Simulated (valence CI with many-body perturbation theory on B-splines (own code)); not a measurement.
In43+: what each term of the Hamiltonian does

Calculated by valence CI with perturbative core correlation (CI+MBPT): four valence electrons over a frozen Dirac-Fock core [He], radial functions for each j: 11 s, 11 p, 9 d, 7 f, 5 g, 2 h, 1 i, with the one-electron correlation potential Σ1 (screened to all orders), the two-electron term Σ2, the three-electron term Σ3, Breit, model QED; selected single and double excitations, second order for the rest (own B-spline code, finite nucleus).

No measured spectrum was set against this ion. As an estimate, large intervals hold to a few tenths of a per cent, small ones and those within an open d or f shell to about a per cent. Among the levels kept, up to 260 cm⁻¹ of a level comes from second order outside the variational space, and about a tenth of that is noise between levels of different J, which matters for small intervals.

Each rung adds one term. CI alone is the Dirac-Coulomb CI over the frozen core; QED comes last and gives the full result, which names the levels. Energies are above (2s^2 2p1/2^2) J=0 on the same rung, in Ry.

Levels are named by their leading jj configuration (3d3/2^4 stands for four electrons in 3d with j = 3/2), which in mixed levels can hold well under half, so a name can repeat and another be missing. Letters in brackets count levels of one name in rising energy.

| Level | CI alone | Σ1 | Σ2 | Σ3 | Breit | QED | Full |
| --- | --- | --- | --- | --- | --- | --- | --- |
| (2s^2 2p1/2 2p3/2) J=1 | 15.909 | +0.0057 | -0.0042 | +0.0010 | -0.3105 | +0.0340 | 15.635 |
| (2s^2 2p1/2 2p3/2) J=2 | 17.136 | +0.0057 | -0.0025 | -0.0009 | -0.4767 | +0.0341 | 16.696 |
| (2s 2p1/2^2 2p3/2) J=2 | 27.862 | -0.0116 | -0.0117 | -0.0009 | -0.1158 | -0.2763 | 27.446 |
| (2s 2p1/2^2 2p3/2) J=1 | 31.865 | -0.0116 | -0.0202 | -0.0062 | -0.0464 | -0.2785 | 31.502 |
| (2s^2 2p3/2^2) J=2 | 33.751 | +0.0111 | -0.0023 | -0.0007 | -0.7002 | +0.0623 | 33.121 |
| (2s^2 2p3/2^2) J=0 | 36.190 | +0.0111 | +0.0050 | -0.0043 | -0.5267 | +0.0595 | 35.734 |
| (2s 2p1/2 2p3/2^2) J=2 [a] | 42.878 | -0.0063 | -0.0114 | -0.0005 | -0.3527 | -0.2457 | 42.262 |
| (2s 2p1/2 2p3/2^2) J=3 | 45.420 | -0.0061 | -0.0122 | -0.0028 | -0.6032 | -0.2457 | 44.549 |
| (2s 2p1/2 2p3/2^2) J=0 | 47.419 | -0.0060 | -0.0075 | -0.0044 | -0.2395 | -0.2460 | 46.915 |
| (2s 2p1/2 2p3/2^2) J=1 [a] | 48.463 | -0.0060 | -0.0235 | -0.0067 | -0.3398 | -0.2467 | 47.840 |
| (2s 2p1/2 2p3/2^2) J=2 [b] | 49.368 | -0.0061 | -0.0236 | -0.0077 | -0.5014 | -0.2471 | 48.582 |
| (2s 2p1/2 2p3/2^2) J=1 [b] | 49.493 | -0.0062 | -0.0207 | -0.0079 | -0.3215 | -0.2478 | 48.889 |
| (2p1/2^2 2p3/2^2) J=2 | 62.234 | -0.0232 | -0.0407 | -0.0103 | -0.1145 | -0.5535 | 61.492 |
| (2s 2p3/2^3) J=2 | 63.628 | -0.0006 | -0.0127 | -0.0050 | -0.6692 | -0.2144 | 62.726 |
| (2p1/2^2 2p3/2^2) J=0 | 64.916 | -0.0229 | -0.0368 | -0.0109 | +0.0643 | -0.5518 | 64.358 |
| (2s 2p3/2^3) J=1 | 67.317 | -0.0005 | -0.0248 | -0.0094 | -0.6334 | -0.2158 | 66.433 |
| (2p1/2 2p3/2^3) J=1 | 78.641 | -0.0178 | -0.0389 | -0.0100 | -0.3156 | -0.5263 | 77.732 |
| (2p1/2 2p3/2^3) J=2 | 79.925 | -0.0178 | -0.0360 | -0.0100 | -0.4737 | -0.5264 | 78.861 |
| (2p3/2^4) J=0 | 97.705 | -0.0121 | -0.0331 | -0.0104 | -0.5798 | -0.4928 | 96.577 |

The middle columns are the shifts that each term adds.

(1) How does the ionisation energy move along the ladder, and which term matters most?

## Answers

(1) CI alone 7217.6, + Σ1 7218.0, + Σ2 7218.0, + Σ3 7217.9, + Breit 7208.3, + QED 7208.5 eV. The largest step is Breit, -9.6 eV. NIST lists 7196 ± 8 eV (semi-empirical).
